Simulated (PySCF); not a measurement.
**How methods differ on the excitation energy of Cl²⁺**

Cl²⁺ [Ne] 3s2 3p3 (4S) → Cl²⁺ [Ne] 3s1 3p4 (4P), as a difference of total energies. Computed with PySCF 2.14 in aug-cc-pwCVTZ (8s7p5d3f, 75 functions), with the non-relativistic Hamiltonian (point nucleus). Correlated levels: valence: [Ne] frozen. The calculations carry no spin-orbit coupling.

```csv
method,excitation energy (eV)
UHF,12.829
MP2 (valence),12.787
SCS-MP2 (valence),12.781
CCSD (valence),12.219
CCSD(T) (valence),12.098
```

Question: How much does correlation contribute at CCSD(T) (valence)?

Answer: 12.098 − (12.829) = -0.731 eV, measured against UHF.

A first-order spin-orbit estimate (lowest level to lowest level, LS coupling) adds -0.046 eV.

The coupled-cluster amplitudes are large for the upper state (T1 above 0.03 or a double amplitude above 0.15), so a single reference is strained.
